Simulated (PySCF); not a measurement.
CHO2 (SMILES O=[C-]O), charge -1, singlet, geometry from GFN2-xTB (in this run its highest filled SCF level lies above zero, so its values depend strongly on the basis, on diffuse functions most of all); PySCF with CAMB3LYP/6-31G*, TDA.

The PySCF input:
```python
from pyscf import gto, scf, dft, tdscf

mol = gto.M(
    atom='''
O    -1.060176   -0.420351   -0.000397
C     0.001939    0.637301   -0.021554
O     1.135496    0.102772    0.012191
H    -0.614189   -1.283170    0.034974
''',
    basis='6-31g*',
    charge=-1,
    spin=0,
    verbose=4,
)

mf = dft.RKS(mol)
mf.xc = 'camb3lyp'
mf.kernel()
td = mf.TDA()
td.nstates = 5
td.conv_tol = 1e-3
td.kernel()
td.analyze()
```

Question: What does PySCF print? Leave out banner, timings and long lists.

Answer: 
```
PySCF version 2.14.0

[INPUT] verbose = 4
[INPUT] num. atoms = 4
[INPUT] num. electrons = 24
[INPUT] charge = -1
[INPUT] spin (= nelec alpha-beta = 2S) = 0
[INPUT] symmetry False subgroup None
[INPUT] Mole.unit = angstrom
[INPUT] Symbol           X                Y                Z      unit          X                Y                Z       unit  Magmom
[INPUT]  1 O     -1.060176000000  -0.420351000000  -0.000397000000 AA   -2.003442283837  -0.794348266187  -0.000750221271 Bohr   0.0
[INPUT]  2 C      0.001939000000   0.637301000000  -0.021554000000 AA    0.003664178956   1.204324348911  -0.040731156889 Bohr   0.0
[INPUT]  3 O      1.135496000000   0.102772000000   0.012191000000 AA    2.145776455539   0.194210933274   0.023037651185 Bohr   0.0
[INPUT]  4 H     -0.614189000000  -1.283170000000   0.034974000000 AA   -1.160648998720  -2.424839871258   0.066091281481 Bohr   0.0

nuclear repulsion = 60.0347584893671
number of shells = 20
number of NR pGTOs = 85
number of NR cGTOs = 44
basis = 6-31g*
ecp = {}

******** <class 'pyscf.dft.rks.RKS'> ********
method = RKS
initial guess = minao
damping factor = 0
level_shift factor = 0
DIIS = <class 'pyscf.scf.diis.CDIIS'>
diis_start_cycle = 1
diis_space = 8
diis_damp = 0
SCF conv_tol = 1e-09
SCF conv_tol_grad = None
SCF max_cycles = 50
direct_scf = True
direct_scf_tol = 1e-13
XC library pyscf.dft.libxc version 7.1.2
    S. Lehtola, C. Steigemann, M. J. T. Oliveira, and M. A. L. Marques,  SoftwareX 7, 1–5 (2018)
XC functionals = camb3lyp
    T. Yanai, D. P. Tew, and N. C. Handy,  Chem. Phys. Lett. 393, 51 (2004)
radial grids:
    Treutler-Ahlrichs [JCP 102, 346 (1995); DOI:10.1063/1.469408] (M4) radial grids

becke partition: Becke, JCP 88, 2547 (1988); DOI:10.1063/1.454033
pruning grids: <function nwchem_prune>
grids dens level: 3
symmetrized grids: False
atomic radii adjust function: <function treutler_atomic_radii_adjust>
small_rho_cutoff = 0
Set gradient conv threshold to 3.16228e-05
Initial guess from minao.
tot grids = 52096
init E= -189.056299900803
  HOMO = -0.249766072544675  LUMO = -0.0398166250580765  gap/eV = 5.71302
cycle= 1 E= -188.843947975724  delta_E= 0.212  |g|= 0.982  |ddm|= 2.17
  HOMO = 0.139738330812213  LUMO = 0.403594002267929  gap/eV = 7.17988
cycle= 2 E= -188.707305224428  delta_E= 0.137  |g|= 1.33  |ddm|= 1.59
  HOMO = 0.0302620413774712  LUMO = 0.363077963168104  gap/eV = 9.05638
cycle= 3 E= -189.023283780519  delta_E= -0.316  |g|= 0.165  |ddm|= 0.899
  HOMO = 0.013494076172988  LUMO = 0.34953609796252  gap/eV = 9.14417
cycle= 4 E= -189.028084107998  delta_E= -0.0048  |g|= 0.0594  |ddm|= 0.149
  HOMO = 0.00887246249902285  LUMO = 0.346229321337649  gap/eV = 9.17995
cycle= 5 E= -189.028709429575  delta_E= -0.000625  |g|= 0.0149  |ddm|= 0.0499
  HOMO = 0.0110430606182721  LUMO = 0.349422221682743  gap/eV = 9.20777
cycle= 6 E= -189.028762894564  delta_E= -5.35e-05  |g|= 0.00259  |ddm|= 0.0183
  HOMO = 0.0105922207659366  LUMO = 0.348859559067551  gap/eV = 9.20472
cycle= 7 E= -189.028765121754  delta_E= -2.23e-06  |g|= 0.00048  |ddm|= 0.0041
  HOMO = 0.0105797786465684  LUMO = 0.348807681126324  gap/eV = 9.20365
cycle= 8 E= -189.028765270346  delta_E= -1.49e-07  |g|= 8.28e-05  |ddm|= 0.00148
  HOMO = 0.0105718469750138  LUMO = 0.34880216459334  gap/eV = 9.20372
cycle= 9 E= -189.028765276116  delta_E= -5.77e-09  |g|= 2.8e-05  |ddm|= 0.00027
  HOMO = 0.0105747400602825  LUMO = 0.348806826915879  gap/eV = 9.20376
cycle= 10 E= -189.028765276515  delta_E= -3.99e-10  |g|= 6.09e-06  |ddm|= 6.84e-05
  HOMO = 0.010574418902654  LUMO = 0.348806572596038  gap/eV = 9.20377
Extra cycle  E= -189.028765276518  delta_E= -2.36e-12  |g|= 7.67e-06  |ddm|= 1.41e-05
converged SCF energy = -189.028765276518

******** <class 'pyscf.tdscf.rks.TDA'> for <class 'pyscf.dft.rks.RKS'> ********
nstates = 5 singlet
deg_eia_thresh = 1.000e-03
wfnsym = None
conv_tol = 0.001
eigh lindep = 1e-12
eigh level_shift = 0
eigh max_cycle = 100

Excitation energies (eV)
[4.6760827  6.69092151 7.51992988 8.23157624 8.37787038]

** Singlet excitation energies and oscillator strengths **
Excited State   1:      4.67608 eV    265.15 nm  f=0.0221
      12 -> 13        0.69671
Excited State   2:      6.69092 eV    185.30 nm  f=0.1358
      10 -> 14       -0.10672
      11 -> 13        0.18029
      12 -> 14        0.66985
Excited State   3:      7.51993 eV    164.87 nm  f=0.0201
      10 -> 13       -0.69217
Excited State   4:      8.23158 eV    150.62 nm  f=0.0052
       9 -> 14       -0.12892
      11 -> 14       -0.69199
Excited State   5:      8.37787 eV    147.99 nm  f=0.0787
      11 -> 13        0.59759
      12 -> 14       -0.16263
      12 -> 15       -0.29220

** Transition electric dipole moments (AU) **
state          X           Y           Z        Dip. S.      Osc.
  1        -0.0061      0.0149      0.4385      0.1926      0.0221
  2        -0.2385     -0.8779      0.0264      0.8283      0.1358
  3         0.0046     -0.0112     -0.3302      0.1092      0.0201
  4         0.0022     -0.0054     -0.1602      0.0257      0.0052
  5         0.5070      0.3555     -0.0050      0.3835      0.0787

** Transition velocity dipole moments (imaginary part, AU) **
state          X           Y           Z        Dip. S.      Osc.
  1         0.0001     -0.0003     -0.0078      0.0001      0.0002
  2        -0.0629     -0.0973      0.0024      0.0134      0.0364
  3         0.0003     -0.0007     -0.0197      0.0004      0.0009
  4         0.0016     -0.0039     -0.1164      0.0136      0.0299
  5         0.0050      0.0608     -0.0020      0.0037      0.0081

** Transition magnetic dipole moments (imaginary part, AU) **
state          X           Y           Z
  1        -1.1342      0.0163     -0.0162
  2        -0.0022      0.0055      0.1629
  3         0.4904      0.8394     -0.0217
  4        -0.2797      0.2791     -0.0133
  5         0.0004     -0.0009     -0.0251
```
